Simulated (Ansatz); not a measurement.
Ideal-gas functions of CH4ClFOSi, SMILES `O[SiH](F)CCl` at 800 K and 1 bar, from an Ansatz frequency run at PBE0-D4/def2-TZVP.

Molar mass 114.58 g/mol, point group C1 (symmetry number 1), electronic degeneracy 1, moments of inertia 103.079, 259.307, 288.823 u Å². Harmonic wavenumbers (cm⁻¹, unscaled): 64, 135, 222, 291, 360, 396, 617, 711, 769, 788, 844, 896, 901, 982, 1124, 1200, 1429, 2284, 3091, 3155, 3888.

Use S(trans) = R[1.5 ln M + 2.5 ln T − 1.1517]; rotational temperatures θ = 24.2544 K / I; S(rot) = R[ln(√π/σ · √(T³/θAθBθC)) + 1.5]; for each mode x = 1.438777 ν̃/T, S = R[x/(eˣ − 1) − ln(1 − e⁻ˣ)] and H = RT x/(eˣ − 1); 1 cm⁻¹ = 0.0119627 kJ/mol; R = 8.31446 J/(mol·K).

Task: By hand: the entropy, in J/(mol·K).

Result: Translation 188.5. Rotation: θ = 0.2353, 0.0935, 0.084 K, giving 126.8. Vibration, mode by mode: 26.29, 20.10, 16.00, 13.79, 12.07, 11.31, 7.86, 6.81, 6.25, 6.08, 5.60, 5.19, 5.16, 4.59, 3.75, 3.36, 2.43, 0.71, 0.21, 0.19, 0.06, in all 157.8. Electronic 0.0. Sum 473.1 J/(mol·K).

Task: By hand: H − E and G − E in kJ/mol, counted from the electronic energy.

Result: Zero-point energy ½ × 24147 × 0.0119627 = 144.4; thermal vibration 61.6; translation, rotation and pV give 4 RT = 26.6. H − E = 232.6 kJ/mol, and G − E = 232.6 − 800 × 473.1/1000 = -145.9 kJ/mol.

Vibration gives 33 % of the entropy, 46.4 J/(mol·K) of it from the modes under 150 cm⁻¹: soft modes count most, and the harmonic formula is weakest for them. The sum counts one conformer and one mirror image; others add a mixing term.
